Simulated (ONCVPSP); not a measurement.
## copper ONCV: all-electron and pseudo phase curves

| Item | Value |
| --- | --- |
| Element | Cu |
| Generator | ONCVPSP 4.0.1 |
| Type | optimised norm-conserving Vanderbilt (ONCV) |
| Functional | PW91 |
| Relativity | scalar-relativistic |
| Frozen core | [Ne] |
| Valence charge | 19 |
| Reference configuration | 3s2 3p6 3d10 4s1 |
| Partial waves | 3s+4s: rc 1.30 bohr, ncon 3, nbas 7, qcut 9.3 1/bohr, 2 projectors; 3p: rc 0.80 bohr, ncon 3, nbas 6, qcut 9.8 1/bohr, 2 projectors, debl 0.8 Ha; 3d: rc 1.40 bohr, ncon 4, nbas 9, qcut 11.1 1/bohr, 2 projectors, debl 3.7 Ha |
| Local potential | polynomial inside 0.65 bohr (lpopt 5, dvloc0 -1 Ha) |
| Core correction | Teter function, fcfact 2.5, rcfact 1.75 |

In the p channel the program set the typed energies aside and used -2.653, 0.250 Ha.

The phase is arctan(r·R′/R) of the radial function R(r), unwrapped; energies in Ha, scanned from -6 to 5 Ha. A pole is an energy at which the radial function vanishes at the test radius. The pseudo phase is shifted by a multiple of π to meet the all-electron one at the reference energy, and phase errors are pseudo minus all-electron; the curves can meet again beyond the range given. Levels narrower than the energy grid can be missing from the lists of poles.

```
channel  radius (bohr)  reference energy (Ha)  poles, all-electron  poles, pseudo  unbroken range about the reference energy with phases within 0.05 rad  phase error 1 Ha above the reference energy (rad)
      s           1.32                  -0.17                -3.81          -3.81                                                        the whole range                                             -0.001
      p           0.81                  -2.65                 3.29           3.29                                                        the whole range                                             +0.000
      d           1.42                  -0.19                 0.42           0.42                                                        the whole range                                             -0.000
```

Phases in the s channel:

```json
{"E (Ha)": "-5.96", "all-electron": "1.110", "pseudo": "1.110"}
{"E (Ha)": "-5.40", "all-electron": "0.933", "pseudo": "0.933"}
{"E (Ha)": "-4.84", "all-electron": "0.179", "pseudo": "0.179"}
{"E (Ha)": "-4.28", "all-electron": "-1.274", "pseudo": "-1.274"}
{"E (Ha)": "-3.72", "all-electron": "-1.602", "pseudo": "-1.602"}
{"E (Ha)": "-3.16", "all-electron": "-1.726", "pseudo": "-1.726"}
{"E (Ha)": "-2.60", "all-electron": "-1.806", "pseudo": "-1.806"}
{"E (Ha)": "-2.04", "all-electron": "-1.876", "pseudo": "-1.876"}
{"E (Ha)": "-1.48", "all-electron": "-1.951", "pseudo": "-1.951"}
{"E (Ha)": "-0.92", "all-electron": "-2.043", "pseudo": "-2.043"}
{"E (Ha)": "-0.36", "all-electron": "-2.169", "pseudo": "-2.169"}
{"E (Ha)": "0.20", "all-electron": "-2.361", "pseudo": "-2.361"}
{"E (Ha)": "0.76", "all-electron": "-2.670", "pseudo": "-2.671"}
{"E (Ha)": "1.32", "all-electron": "-3.132", "pseudo": "-3.134"}
{"E (Ha)": "1.88", "all-electron": "-3.624", "pseudo": "-3.628"}
{"E (Ha)": "2.44", "all-electron": "-3.977", "pseudo": "-3.982"}
{"E (Ha)": "3.00", "all-electron": "-4.194", "pseudo": "-4.200"}
{"E (Ha)": "3.56", "all-electron": "-4.331", "pseudo": "-4.337"}
{"E (Ha)": "4.12", "all-electron": "-4.423", "pseudo": "-4.430"}
{"E (Ha)": "4.68", "all-electron": "-4.489", "pseudo": "-4.497"}
```
